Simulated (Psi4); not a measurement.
CaF2, singlet, geometry from GFN2-xTB (such geometries of metal compounds can be far from the true shape); B3LYP5/6-31G** in Psi4.

The Psi4 input:
```
memory 2 GB

molecule {
0 1
Ca    0.48463727   -0.07969732   -0.18176975
F    -0.72534756    1.23563849   -0.79918929
F    -0.35162414   -1.05853334    1.20312207
}

set {
  basis 6-31g**
}

energy('b3lyp5')
print_variables()
```

Task: Write the output that Psi4 gives for this input, abridged.

Result: 
```
   => Loading Basis Set <=

    Name: 6-31G**
    Role: ORBITAL
    Keyword: BASIS

         ---------------------------------------------------------
                                   SCF
               by Justin Turney, Rob Parrish, Andy Simmonett
                          and Daniel G. A. Smith
                              RKS Reference
         ---------------------------------------------------------

  ==> Geometry <==

    Molecular point group: cs
    Full point group: Cs

    Geometry (in Angstrom), charge = 0, multiplicity = 1:

       Center              X                  Y                   Z               Mass
    ------------   -----------------  -----------------  -----------------  -----------------
         CA           0.070326515887    -0.534250025421     0.000000000000    39.962590863000
         F            1.446876026315     0.762087089534     0.000000000000    18.998403162730
         F           -1.594805815842     0.361692367169     0.000000000000    18.998403162730

  Running in cs symmetry.

  Rotational constants: A =      0.70806  B =      0.18855  C =      0.14890 [cm^-1]
  Rotational constants: A =  21227.16880  B =   5652.51230  C =   4463.84882 [MHz]
  Nuclear repulsion =  114.720898282317478

  Charge       = 0
  Multiplicity = 1
  Electrons    = 38
  Nalpha       = 19
  Nbeta        = 19

  ==> Algorithm <==

  SCF Algorithm Type is DF.
  DIIS enabled.
  MOM disabled.
  Fractional occupation disabled.
  Guess Type is SAD.
  Energy threshold   = 1.00e-06
  Density threshold  = 1.00e-06
  Integral threshold = 1.00e-12

  ==> Primary Basis <==

  Basis Set: 6-31G**
    Blend: 6-31G**
    Number of shells: 22
    Number of basis functions: 53
    Number of Cartesian functions: 53
    Spherical Harmonics?: false
    Max angular momentum: 2

  ==> DFT Potential <==

   => LibXC <=

    Version 7.1.2
    S. Lehtola, C. Steigemann, M. J. T. Oliveira, and M. A. L. Marques,  SoftwareX 7, 1–5 (2018) (10.1016/j.softx.2017.11.002)

   => Composite Functional: B3LYP5 <=

    B3LYP5 Hyb-GGA Exchange-Correlation Functional

    P. J. Stephens, F. J. Devlin, C. F. Chabalowski, and M. J. Frisch,  J. Phys. Chem. 98, 11623 (1994) (10.1021/j100096a001)

    Deriv               =              1
    GGA                 =           TRUE
    Meta                =          FALSE

    Exchange Hybrid     =           TRUE
    MP2 Hybrid          =          FALSE

   => Exchange Functionals <=

    0.0800   Slater exchange
[...]
   @DF-RKS iter   4:  -877.14889098412527   -5.95935e-02   1.65975e-03 ADIIS/DIIS
   @DF-RKS iter   5:  -877.15008320016614   -1.19222e-03   8.18698e-04 ADIIS/DIIS
   @DF-RKS iter   6:  -877.15045870450160   -3.75504e-04   6.93051e-05 DIIS
   @DF-RKS iter   7:  -877.15046143024756   -2.72575e-06   3.82652e-06 DIIS
   @DF-RKS iter   8:  -877.15046144149164   -1.12441e-08   8.66872e-07 DIIS
  Energy and wave function converged.

  ==> Post-Iterations <==

   Electrons on quadrature grid:
      Ntotal   =   37.9998021092 ; deviation = -1.979e-04

    Orbital Energies [Eh]
    ---------------------

    Doubly Occupied:

[...]
      15Ap    -0.263800

    Virtual:

[...]
      39Ap     4.088413

    Final Occupation by Irrep:
             Ap   App
    DOCC [    15,    4 ]
    NA   [    15,    4 ]
    NB   [    15,    4 ]

  @DF-RKS Final Energy:  -877.15046144149164

   => Energetics <=

    Nuclear Repulsion Energy =            114.7208982823174779
    One-Electron Energy =               -1439.1397024280036021
    Two-Electron Energy =                 493.3491937414235053
    DFT Exchange-Correlation Energy =     -46.0808510372290172
    Empirical Dispersion Energy =           0.0000000000000000
    VV10 Nonlocal Energy =                  0.0000000000000000
    Total Energy =                       -877.1504614414916432

Computation Completed

Properties will be evaluated at   0.000000,   0.000000,   0.000000 [a0]

Properties computed using the SCF density matrix

 Multipole Moments:

 ------------------------------------------------------------------------------------
     Multipole            Electronic (a.u.)      Nuclear  (a.u.)        Total (a.u.)
 ------------------------------------------------------------------------------------

 L = 1.  Multiply by 2.5417464519 to convert [e a0] to [Debye]
 Dipole X            :          0.2415405            0.1420360            0.3835765
 Dipole Y            :         -1.8349246           -1.0790060           -2.9139307
 Dipole Z            :          0.0000000            0.0000000            0.0000000
 Magnitude           :                                                    2.9390684

 ------------------------------------------------------------------------------------

  Variable Map:
  ----------------------------------------------------------------------------
[...]
  Array Variable Map:
  ----------------------------------------------------------------------------
[...]
[...]
```
